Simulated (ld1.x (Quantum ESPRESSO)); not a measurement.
The numbers below are computed, except where a source is named.
Potentials for sulfur compared

Generated with ld1.x 7.5 (TM, RRKJ, ultrasoft, PAW), atompaw 4.2 or ONCVPSP 4.0.1. The cutoff is in Ry: for ld1.x and atompaw files where the sum of valence levels is converged to 10 mRy in a Bessel basis, for ONCV files where the hardest occupied wave has 1 mHa per electron of residual kinetic energy. The error is the largest all-electron minus pseudo excitation energy over each file’s own four to seven test configurations (ionisations up to +4, promotions, holes and added fractions of an electron), all of which were solved. The labels leave out finer settings (local radius, basis sizes, second energies), which also bear on the numbers. Spin-polarised tests are not counted. The rows are a selection from randomly drawn settings: files with unsolved tests, undetermined cutoffs or missed reference levels are left out.

A true bound ghost makes a file unfit for plane-wave use even where its test errors are small: the radial tests pick states by their node count and pass the ghost by.

```tsv
potential	cutoff (Ry)	largest error (meV)	bound ghosts
TM semilocal, PBE, scalar-relativistic, rc 1.05/1.55 (sp), local p, core correction yes, reference 3s2 3p4	70	+236	none
TM, PBE, non-relativistic, rc 1.40/1.30/1.45 (spd), local smoothed, core correction yes, reference 3s2 3p2.5	50	+142	none
ultrasoft, LDA (PZ), scalar-relativistic, rc 1.60/1.90 (sp), local smoothed, core correction yes, reference 3s2 3p4	15	+50	none
```

Question: Fill in the row for S: PAW, BLYP, non-relativistic, rc 1.35/1.75 (sp), local smoothed, core correction yes, reference 3s2 3p2.

Answer: cutoff 21 Ry, largest error -8.4 meV, bound ghosts: none.

Question: Fill in the row for S: ultrasoft, LDA (PZ), non-relativistic, rc 1.65/1.10 (sp), local smoothed, core correction no, reference 3s1.75 3p4.25.

Answer: cutoff 45 Ry, largest error +255 meV, bound ghosts: p.
